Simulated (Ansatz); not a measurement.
`[SiH3][SiH2][TeH]` + CH₃OH → `CO[SiH2][SiH3]` + H₂Te at 600 K and 1 bar (ligand exchange at the Si–Te bond).

Gas-phase electronic energies from Ansatz, PBE0-D4/def2-TZVP geometries. CCSD(T)/CBS is the MP2 limit (def2-TZVPP, def2-QZVPP) plus CCSD(T) − MP2 in def2-TZVPP, frozen cores. This one scheme is used for every species. Elements past krypton have def2 core potentials. For Te outer-core shells are correlated without core-valence functions, which leaves a few kJ/mol of doubt a bond. Each species was taken in one conformer, which may not be the lowest.

```csv
species,CCSD(T)/CBS energy (Eh),H − E (kJ/mol),S (J/(mol·K))
`[SiH3][SiH2][TeH]`,-849.49595,187.6,456.1
CH₃OH,-115.61712,163.6,277.3
`CO[SiH2][SiH3]`,-696.20864,287.9,462.1
H₂Te,-268.91024,52.9,255.0
```

H − E and S are ideal-gas, rigid-rotor, harmonic terms from PBE0-D4/def2-TZVP, for one conformer and one mirror image of each species. 1 Eh = 2625.50 kJ/mol, R = 8.31446 J/(mol·K).

Question: By hand: ΔE, ΔH, ΔS and ΔG.

Answer: ΔE = (-696.20864) + (-268.91024) − (-849.49595) − (-115.61712) = -0.00581 Eh = -15.3 kJ/mol. Δ(H − E) = 287.9 + 52.9 − 187.6 − 163.6 = -10.4, so ΔH = -25.7 kJ/mol. ΔS = 462.1 + 255.0 − 456.1 − 277.3 = -16.3 J/(mol·K). ΔG = -25.7 − 600 × (-16.3)/1000 = -15.9 kJ/mol.

Question: By hand: the equilibrium constant, and the temperature at which ΔG would vanish if ΔH and ΔS stayed fixed.

Answer: log₁₀ K = −ΔG/(RT ln 10) = 1.4. ΔG = 0 at ΔH/ΔS = 1577 K, though so small a ΔS makes that figure unsure.

TΔS isn't small against ΔH here. A doubt of 5 kJ/mol in ΔE shifts log₁₀ K by 0.4 here. Other conformers and mirror images would add mixing entropy, several J/(mol·K) or more a flexible species. Modes under 60 cm⁻¹, often nearly free rotors, make the harmonic entropy too high. These are equilibria of isolated gas molecules and say nothing of rates. Largest T1 diagnostic: 0.012 (customary marks: 0.02 for closed shells, 0.045 for open ones).
